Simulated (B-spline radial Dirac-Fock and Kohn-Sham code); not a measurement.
**Diagram lines of Ti²⁺**

System: titanium as Ti²⁺ in the configuration [Ar] 3d2, inside a Watson sphere of charge -2 and radius 2 Å (a model of the Madelung potential; inside it an electron's potential energy is raised by 14.4 eV).

Calculated with an atomic code on a B-spline grid, using multi-electron Dirac-Fock with separately optimised hole states, Breit and Lamb-shift corrections added in first order. A line energy is the difference of two single-hole energies; the list is a selection of electric-dipole transitions between resolved j subshells. The model has no electron correlation.

| line | energy (keV) | wavelength (Å) |
| --- | --- | --- |
| Kβ1 (K-M3) | 4.9321 | 2.5138 |
| Kβ3 (K-M2) | 4.9315 | 2.5141 |
| Kα1 (K-L3) | 4.5098 | 2.7492 |
| Kα2 (K-L2) | 4.5042 | 2.7526 |
| Lβ3 (L1-M3) | 0.5296 | 23.411 |
| Lβ4 (L1-M2) | 0.5289 | 23.440 |
| Lη (L2-M1) | 0.3980 | 31.151 |
| Lℓ (L3-M1) | 0.3924 | 31.596 |
